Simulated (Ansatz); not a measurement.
Program: Ansatz. Geometries: PBE0-D4/def2-TZVP. ΔE: electronic, gas phase. CCSD(T)/CBS is the MP2 limit (def2-TZVPP, def2-QZVPP) plus CCSD(T) − MP2 in def2-TZVPP, frozen cores. This one scheme is used for every species. DFT in def2-TZVPP. HSE06 is defined as in plane-wave codes. One conformer a species, not always the lowest.

Consider the ligand exchange at a B–O bond: `FB(Cl)O[SiH3]` + H₂S → `FB(S)Cl` + `O[SiH3]`.

`FB(Cl)O[SiH3]`:

Z-matrix (Å, degrees):
```
Si
O 1 1.661
H 1 1.482 2 110.5
H 1 1.480 2 107.4 3 120.6
H 1 1.480 2 107.3 3 -120.6
B 2 1.334 1 137.4 3 -1.6
Cl 6 1.754 2 120.6 1 180.0
F 6 1.325 2 121.7 1 -0.0
```

H₂S:

Cartesian coordinates in Å:
```
S 0.137 -0.535 -0.281
H 0.651 0.703 -0.338
H -0.788 -0.168 0.619
```

`FB(S)Cl`:

```xyz
5

F    -0.848    0.463    1.099
B    -0.244    0.394   -0.071
S     0.887   -0.937   -0.477
Cl   -0.559    1.641   -1.258
H     0.764   -1.561    0.707
```

`O[SiH3]`:

Cartesian coordinates in Å:
```
O -1.170 0.506 -0.132
Si 0.373 -0.071 -0.110
H -1.744 0.277 0.600
H 1.124 0.413 1.082
H 1.013 0.434 -1.346
H 0.404 -1.559 -0.095
```

(1) Is it downhill or uphill in electronic energy at CCSD(T)/CBS, and by how much? (Estimate.)

(2) What do these levels give: B97M-V, r2SCANh-D4, ωB97X-V, B2PLYP, PBE0, HSE06, BHLYP, CAM-B3LYP, MP2/def2-TZVPP, CCSD/def2-TZVPP, MP2/def2-QZVPP, HF/CBS(def2)? (Estimate.)

Largest T1 diagnostic among the species: 0.012.

## Answers

(1) Computed: Uphill: ΔE = +67.8 kJ/mol.

(2) Computed: B97M-V 65.5, r2SCANh-D4 65.0, ωB97X-V 68.1, B2PLYP 69.1, PBE0 60.6, HSE06 60.4, BHLYP 78.1, CAM-B3LYP 75.1, MP2/def2-TZVPP 64.6, CCSD/def2-TZVPP 73.8, MP2/def2-QZVPP 64.0, HF/CBS(def2) 91.2 kJ/mol.

From PBE to PBE0 (25 % exact exchange), in def2-TZVPP and without D4, ΔE moves by +6.5 kJ/mol. At CCSD(T), def2-SVP lies +13.5 kJ/mol from the extrapolated value and def2-TZVPP +2.0 kJ/mol. Leaving LDA and LC-ωPBE aside and taking each functional with its dispersion term where it has one, the values, not all of them listed here, spread over 25.5 kJ/mol, from revPBE-D4 to BHLYP-D4. LDA lies +5.5 kJ/mol from PBE without D4.
